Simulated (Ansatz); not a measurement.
SnOH4⁺, that is Sn(OH)H3 with one electron fewer. The state is a doublet with charge 1. Geometry PBE0-D4/def2-TZVP, that of the neutral singlet; atoms count from 1.

```
atom   x (Å)   y (Å)   z (Å)
 Sn1   0.475  -0.081   0.113
  O2  -1.307  -0.152  -0.723
  H3  -1.936   0.455  -0.326
  H4   0.317  -0.500   1.763
  H5   1.089   1.505  -0.054
  H6   1.362  -1.226  -0.773
```

In the def2 sets Sn takes a core potential; there is no spin–orbit coupling.

Q: Estimate the Mulliken populations from the PBE0/def2-TZVP orbitals of Ansatz.

A: 
| atom | charge (e) | spin (α − β) |
| --- | --- | --- |
| Sn1 | 0.55 | -0.03 |
| O2 | -0.29 | 0.67 |
| H3 | 0.39 | -0.01 |
| H4 | 0.14 | 0.19 |
| H5 | 0.14 | 0.19 |
| H6 | 0.08 | -0.02 |
Mulliken values depend strongly on the basis.

Q: Where does the spin sit?

A: Summed by element: Sn -0.03, O 0.67, H 0.35, of 1 unpaired in all. Largest on single atoms: O2 0.67, H4 0.19, H5 0.19.

Q: And the Mayer bond orders between heavy atoms (over 0.3)?

A: Sn1–O2 0.89 (1.97 Å).
